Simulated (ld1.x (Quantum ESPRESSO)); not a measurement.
## germanium (Ge): variants of one PAW potential

Base potential:

germanium (Ge), PAW, made with ld1.x (Quantum ESPRESSO) 7.5 (PBEsol, fully relativistic). Core [Ne] 3s2, reference 3p6 3d10 4s1.5 4p2.5. Waves: 4s (bound): rcut 1.40, rcutus 1.75 bohr; 4s channel at -0.5 Ry: rcut 1.40, rcutus 1.75 bohr; 3p (bound): rcut 1.05, rcutus 1.35 bohr; 4p (bound): rcut 1.05, rcutus 1.35 bohr; 3d (bound): rcut 0.70, rcutus 0.85 bohr; 3d channel at -0.05 Ry: rcut 0.70, rcutus 0.85 bohr. Local part: all-electron potential smoothed inside 1.40 bohr (lloc = -2). Core correction: Bessel-smoothed model core inside 0.50 bohr. Augmentation charge: BESSEL, radius 0.75 bohr.

Open shells are filled in proportion to 2j + 1 (rel_dist='average').

All-electron outer shells of the reference configuration (PBEsol, scalar-relativistic, ld1.x):

```csv
shell,level (eV),outermost node (bohr),outermost maximum (bohr)
2p,-1198.96,–,0.14
3s,-169.03,0.26,0.54
3p,-116.34,0.23,0.54
3d,-30.20,–,0.50
4s,-12.24,0.77,1.73
4p,-4.25,0.82,2.19
```

Cutoffs, loose and tight: the cutoffs (Ry, on a coarse ladder) from which the occupation-weighted sum of valence levels, in a spherical-Bessel basis at the reference potential, stays within 10 and 1 mRy of its value at 400 Ry. They do not see the model core or the augmentation charge, which bear on the density cutoff. Test errors are all-electron minus pseudo excitation energies from the reference, over the configurations 3p6 3d10 4s2 4p2; 3p6 3d10 4s2 4p1; 3p6 3d10 4s2 4p0; 3p6 3d10 4s2 4p2.3; 3p5 3d10 4s2 4p2; 3p6 3d10 4s0 4p4; 3p6 3d10 4s1 4p0. A dash means not determined; rows that change the core or the reference have their own tests. The largest error is taken over the tests solved by every variant that gives reliable tests at all: 3p6 3d10 4s2 4p0; 3p6 3d10 4s2 4p1; 3p6 3d10 4s2 4p2; 3p6 3d10 4s2 4p2.3.

Cutoffs are not given where the Bessel-basis levels miss the radial ones by over 6 mRy, ghosts where they miss by over 20 mRy; a channel whose overlap is not positive is not tested.

```csv
change,outcome,bound ghosts,largest test error (meV)
base,generated,not determined,+1.7
local potential all-electron potential smoothed inside 0.68 bohr (lloc = -2),generated,not determined,+25
local potential all-electron potential smoothed inside 0.88 bohr (lloc = -2),generated,not determined,"test run stopped at test 2 of 7 (negative rho), 1 before it not solved"
local potential all-electron potential smoothed inside 0.98 bohr (lloc = -2),generated,not determined,+13
local potential all-electron potential smoothed inside 1.16 bohr (lloc = -2),generated,not determined,+3.0
local potential all-electron potential smoothed inside 1.32 bohr (lloc = -2),generated,not determined,+1.9
local potential all-electron potential smoothed inside 1.58 bohr (lloc = -2),generated,not determined,+1.3
local potential all-electron potential smoothed inside 1.68 bohr (lloc = -2),generated,not determined,+1.2
local potential all-electron potential smoothed inside 1.86 bohr (lloc = -2),generated,not determined,+3.0
local potential all-electron potential smoothed inside 1.98 bohr (lloc = -2),generated,not determined,+2.1
```
